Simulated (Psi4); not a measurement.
boron monoxide dimer (B2O2), singlet, at a GFN2-xTB geometry. Base run: HF/6-31G** (Psi4).

Input for Psi4:
```
memory 2 GB

molecule {
0 1
O    -0.00000000   -0.00000000   -1.99737313
B    -0.00000000   -0.00000000   -0.80940457
B     0.00000000    0.00000000    0.80940457
O     0.00000000    0.00000000    1.99737313
}

set {
  basis 6-31g**
}

energy('scf')
print_variables()
```

The base run was repeated with changes; each row names its change, and settings that it needs were set with it.

| change | ΔE vs base (eV) | point group used | SCF cycles |
|---|---|---|---|
| base | 0.00 | d2h | 8 |
| molecule keys = symmetry c1, no_reorient, no_com | 0.00 | c1 | 8 |
| molecule keys = symmetry c1 | 0.00 | c1 | 8 |
| jitter_ang = 0.002 | 0.00 | c1 | 8 |
| symmetry = c2h | 0.00 | c2h | 8 |
| symmetry = c2v | 0.00 | c2v | 8 |
| molecule keys = no_reorient | 0.00 | d2h | 8 |
